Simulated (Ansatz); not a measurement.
A nudged elastic band was laid between two geometries of BF2H4N (8 atoms, charge 0, multiplicity 1).

All numbers below come from RKS B3LYP/6-31G* (Ansatz).

```yaml
movable_images: 7
climbing_image: yes
spring: 5.0 eV/Å²
optimiser: quadratic models (default)
start_path: through a guess of the saddle point
force_threshold: 0.03 eV/Å
iteration_limit: 60
end_points: relaxed
```

Image 0:

```xyz
8
Properties=species:S:1:pos:R:3
B 0.013 0.112 0.139
F 0.167 -0.689 1.250
F 1.112 0.135 -0.691
H -1.063 0.049 -0.412
N 0.044 1.689 0.825
H 0.944 1.828 1.288
H -0.063 2.411 0.112
H -0.694 1.804 1.521
```

Image 8:

```xyz
8
Properties=species:S:1:pos:R:3
B 0.127 0.600 -0.367
F -0.504 -0.279 2.266
F 1.230 -0.117 -0.578
H -0.903 0.280 -0.870
N 0.209 1.746 0.465
H 1.107 2.126 0.746
H -0.540 2.427 0.486
H -0.267 0.556 1.885
```

(1) What changes between the two ends?

(2) Give the energies along the band, and the barrier.

(3) What is the geometry of the highest image?

(4) What are the harmonic wavenumbers there?

The band took 11 iterations and about 2.4 core-minutes.

## Answers

(1) Bonds broken: B1–F2, N5–H8. Bonds formed: F2–H8. BF2H4N becomes BFH3N + FH.

(2) It converged. The highest image is number 5 of 0 to 8, 1.54 eV above the first end and 0.35 eV above the last; the last end lies 1.19 eV above the first. A vibrational analysis at the climbing image gives one clearly imaginary mode, 679i cm⁻¹: a first-order saddle point. The orbitals stay closed-shell, which can raise the energy where a bond breaks towards radicals; this wasn't checked here.

```
image  path coordinate (Å)  energy (eV)  B1–F2 (Å)  N5–H8 (Å)  F2–H8 (Å)
    0                 0.00         0.00       1.38       1.02       2.65
    1                 0.48         0.01       1.38       1.02       2.51
    2                 0.95         0.04       1.38       1.02       2.41
    3                 1.43         0.08       1.39       1.02       2.14
    4                 1.90         0.64       1.50       1.08       1.55
    5                 2.38         1.54       1.81       1.41       1.08
    6                 2.71         1.36       2.17       1.67       0.98
    7                 3.04         1.22       2.54       1.86       0.95
    8                 3.38         1.19       2.85       1.91       0.95
```

(3) 
```xyz
8
Properties=species:S:1:pos:R:3
B 0.045 0.419 -0.044
F -0.361 -0.280 1.579
F 1.221 -0.139 -0.372
H -0.925 0.200 -0.701
N 0.143 1.746 0.692
H 1.074 2.152 0.740
H -0.547 2.455 0.468
H -0.190 0.785 1.672
```

(4) 679i, 291, 359, 428, 533, 768, 843, 875, 1013, 1096, 1160, 1264, 1366, 1639, 2015, 2690, 3532, 3627 cm⁻¹.

The run took 2.4 min on 1 thread of Arm Neoverse V2 (shared host), peak memory 0.12 GiB.
